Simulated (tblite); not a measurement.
Compound: C7H9AsO.
SMILES with atom numbers: `[CH3:1][C:2]#[C:3][CH2:4][As:5]1[CH2:6][C:7](=[O:8])[CH2:9]1` (hydrogens: H10, H11, H12 on C1; H13, H14 on C4; H15, H16 on C6; H17, H18 on C9)

Computed with GFN2-xTB (tblite), gas phase: L-BFGS steps from a force-field or distance-geometry start until the largest atomic force falls under 0.01 eV/Å.

Step 40: E = -705.1301 eV
```
atom  x, y, z in Å  |  force x, y, z in eV/Å
C1     -3.8177    0.9065    0.0509   -0.015   0.026  -0.010
C2     -2.5425    0.2313    0.1624   -0.038   0.014  -0.027
C3     -1.5026   -0.3468    0.3152    0.094   0.034   0.041
C4     -0.2513   -1.0529    0.4848    0.055  -0.009  -0.009
As5     0.8691   -0.8902   -1.1716    0.194   0.124  -0.061
C6      2.7095   -1.1328   -0.3858   -0.121  -0.071  -0.020
C7      2.6595    0.2917    0.0965    0.047  -0.035   0.071
O8      3.1300    0.7521    1.1034   -0.156  -0.046   0.005
C9      1.6950    0.9242   -0.8651   -0.145  -0.152  -0.003
H10    -3.6868    1.9190   -0.3286    0.060   0.035   0.049
H11    -4.2795    0.9486    1.0374   -0.079   0.042  -0.039
H12    -4.4776    0.3757   -0.6353    0.028  -0.077   0.047
H13    -0.4825   -2.1126    0.6480    0.110  -0.019  -0.009
H14     0.3029   -0.6785    1.3507   -0.030   0.063  -0.010
H15     2.9128   -1.8896    0.3734    0.034   0.082  -0.007
H16     3.4257   -1.2277   -1.2038   -0.026  -0.073   0.019
H17     1.1146    1.7610   -0.4846   -0.017   0.029   0.086
H18     2.2126    1.2272   -1.7726    0.004   0.034  -0.124
```

Step 41: E = -705.1363 eV
```
atom  x, y, z in Å  |  force x, y, z in eV/Å
C1     -3.8154    0.9088    0.0534    0.004   0.018  -0.005
C2     -2.5399    0.2360    0.1679    0.047  -0.040  -0.049
C3     -1.5036   -0.3501    0.3190    0.081   0.069   0.037
C4     -0.2499   -1.0519    0.4891    0.100  -0.009  -0.056
As5     0.8769   -0.8877   -1.1699    0.058   0.041  -0.076
C6      2.7143   -1.1334   -0.3886   -0.065  -0.029  -0.010
C7      2.6493    0.2903    0.1011   -0.034  -0.079   0.032
O8      3.0762    0.7416    1.1308   -0.107  -0.045   0.024
C9      1.6965    0.9237   -0.8738   -0.064  -0.027  -0.035
H10    -3.6867    1.9199   -0.3293    0.066   0.059   0.071
H11    -4.2712    0.9470    1.0426   -0.123   0.065  -0.057
H12    -4.4717    0.3780   -0.6354    0.005  -0.099   0.064
H13    -0.4761   -2.1140    0.6509    0.122   0.022   0.003
H14     0.3101   -0.6713    1.3495   -0.069   0.037  -0.013
H15     2.9216   -1.8949    0.3659    0.026   0.116  -0.014
H16     3.4255   -1.2266   -1.2126   -0.039  -0.044   0.053
H17     1.1127    1.7666   -0.5047    0.029  -0.041   0.085
H18     2.2226    1.2243   -1.7808   -0.038  -0.015  -0.055
```

Task: Estimate the geometry and energy of step 42. (The exact step hangs on the optimiser's Hessian estimate; all steps are aligned on step 41, rigid shifts and turns removed.)

Result: E = -705.1418 eV, largest force 0.171 eV/Å
```
atom  x, y, z in Å  |  force x, y, z in eV/Å
C1     -3.8143    0.9116    0.0547    0.052  -0.011   0.004
C2     -2.5375    0.2399    0.1715    0.101  -0.076  -0.044
C3     -1.5038   -0.3517    0.3237    0.071   0.063   0.022
C4     -0.2481   -1.0532    0.4921    0.118   0.034  -0.111
As5     0.8839   -0.8840   -1.1731   -0.089  -0.053  -0.057
C6      2.7155   -1.1351   -0.3921   -0.010   0.040  -0.025
C7      2.6426    0.2871    0.0995   -0.095  -0.037   0.094
O8      3.0339    0.7307    1.1477   -0.091  -0.076  -0.047
C9      1.6974    0.9238   -0.8837    0.060   0.000  -0.015
H10    -3.6849    1.9225   -0.3289    0.051   0.046   0.075
H11    -4.2687    0.9479    1.0447   -0.136   0.074  -0.072
H12    -4.4657    0.3756   -0.6349   -0.007  -0.076   0.072
H13    -0.4666   -2.1177    0.6573    0.121   0.084  -0.009
H14     0.3154   -0.6634    1.3468   -0.082   0.010  -0.018
H15     2.9244   -1.8915    0.3638    0.025   0.057   0.033
H16     3.4253   -1.2320   -1.2162   -0.025  -0.025   0.041
H17     1.1125    1.7629   -0.5125   -0.001  -0.001   0.102
H18     2.2299    1.2330   -1.7853   -0.063  -0.052  -0.045
```

The energy changes by -0.0054 eV. The first-order estimate −F·Δx gives -0.0080 eV and the mean of the old and new forces, exact on a quadratic surface, -0.0054 eV. The step makes an angle of 70° with the force vector and moves no atom by more than 0.047 Å.

The cost below is that of the whole relaxation. On an Arm Neoverse N1 with one thread, no GPU, on a shared host, this took 0.92 s of wall time.
